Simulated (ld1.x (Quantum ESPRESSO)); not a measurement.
# Building the TM potential for rubidium (Rb) (LDA (PZ), scalar-relativistic).

- Element: Rb (Z = 37)
- Generator: ld1.x (Quantum ESPRESSO) 7.5
- Type: norm-conserving Troullier–Martins (Kleinman–Bylander form)
- Functional: LDA (PZ)
- Relativity: scalar-relativistic
- Frozen core: [Ar] 3d10 4s2
- Valence charge: 7
- Reference configuration: 4p6 5s1 5p0
- Partial waves: 4p (bound): rc 2.50 bohr; 4d channel at 0.35 Ry: rc 3.80 bohr; 5s (bound): rc 4.10 bohr
- Local potential: the s channel
- Core correction: a·sin(br)/r model core inside 2.05 bohr

Problem. Does the generator finish with these settings?

Solution. Yes, a potential is produced.

Problem. Estimate the cutoffs (Ry, on a coarse ladder) from which the occupation-weighted sum of valence levels, in a spherical-Bessel basis at the reference potential, stays within 10 and 1 mRy of its value at 400 Ry.

Solution. 15 Ry and 25 Ry.

Problem. What does a ghost test show?

Solution. No extra level below or beside the all-electron valence levels (p, d, s, f tested).

Problem. Which valence shell sets the plane-wave cutoff?

Solution. 4p: its level needs 15 Ry to come within 1 mRy, against 6 Ry for 5s.

Problem. Tests: 4p6 5s0 5p0; 4p6 5s0.5 5p0; 4p6 5s0 5p1; 4p5 5s1 5p0. Which has the largest error in its energy relative to the reference configuration, and how large is it?

Solution. 4p5 5s1 5p0, with -200 meV (all-electron minus pseudo) on +21.24 eV.
